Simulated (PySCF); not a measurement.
¹⁵N chemical shifts

[PySCF 2.14.0 with density-fitted response routines: geometry from GFN2-xTB; shieldings: GIAO PBE0/pcSseg-1; non-relativistic Hamiltonian; isolated molecule; rapidly exchanging positions averaged; a single conformation]

Shieldings were converted by a linear fit to measured shifts: ¹⁵N (scatter 6.3 ppm rms vs CH3NO2, solution or neat liquid). Occasional misses reach two or three times the rms, and more in compound classes unlike the fitted ones.

Give the ¹⁵N shifts of `NCC#C[Si@@H](C#C[SiH3])O[SiH3]`, `C=C(C)O[Si@@H]1[SiH2]C[Si@@H]1C#N`, `N#C[Si@@H]1[C@@H](C=O)C[Si@H]1C[SiH3]`, `C#CC[Si@@](C)(N)C#N`, `Cc1cnncc1[SiH3]`.

## Answers


```
                                                compound                      environment  δ (ppm)
                          NCC#C[Si@@H](C#C[SiH3])O[SiH3]                   amine nitrogen   -353.4
                       C=C(C)O[Si@@H]1[SiH2]C[Si@@H]1C#N                 nitrile nitrogen    -51.2
                   N#C[Si@@H]1[C@@H](C=O)C[Si@H]1C[SiH3]                 nitrile nitrogen    -53.4
[CH:1]#[C:2][CH2:3][Si@@:4]([CH3:5])([NH2:6])[C:7]#[N:8]             N8: nitrile nitrogen    -69.7
[CH:1]#[C:2][CH2:3][Si@@:4]([CH3:5])([NH2:6])[C:7]#[N:8]   N6: nitrogen bonded to Si, 2 H   -374.7
       [CH3:1][c:2]1[cH:3][n:4][n:5][cH:6][c:7]1[SiH3:8]  N4: pyridine-type ring nitrogen     41.2
       [CH3:1][c:2]1[cH:3][n:4][n:5][cH:6][c:7]1[SiH3:8]  N5: pyridine-type ring nitrogen     23.9
```
